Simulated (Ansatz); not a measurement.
`OBNCO` and `OCN[SiH2]O` differ in one atom or group.

Ansatz, PBE0-D4/def2-TZVP geometries, multiplicity 1. Each molecule was computed in one conformer, which needn't be the lowest.

```
                                      property  `OBNCO`
           HOMO energy (B3LYP/def2-TZVPP) / eV    -7.52
          HOMO–LUMO gap (PBE0/def2-TZVPP) / eV     8.42
size of the dipole moment (PBE/def2-TZVPP) / D     1.51
         LUMO energy (ωB97M-V/def2-TZVPP) / eV     1.98
             HOMO energy (PBE/def2-TZVPP) / eV    -6.28
             LUMO energy (PBE/def2-TZVPP) / eV    -0.18
```

Task: What does the change do to each property? (An estimate is asked.)

Result: Computed: 
```json
{"property": "HOMO energy (B3LYP/def2-TZVPP) / eV", "`OCN[SiH2]O`": "-7.42", "shift": "0.10"}
{"property": "HOMO–LUMO gap (PBE0/def2-TZVPP) / eV", "`OCN[SiH2]O`": "8.43", "shift": "0.01"}
{"property": "size of the dipole moment (PBE/def2-TZVPP) / D", "`OCN[SiH2]O`": "3.02", "shift": "1.51"}
{"property": "LUMO energy (ωB97M-V/def2-TZVPP) / eV", "`OCN[SiH2]O`": "2.18", "shift": "0.20"}
{"property": "HOMO energy (PBE/def2-TZVPP) / eV", "`OCN[SiH2]O`": "-6.23", "shift": "0.05"}
{"property": "LUMO energy (PBE/def2-TZVPP) / eV", "`OCN[SiH2]O`": "-0.09", "shift": "0.09"}
```

Dipoles are sizes alone; their direction can turn.

B3LYP here is the variant with VWN-RPA as its local correlation; programs differ in this.
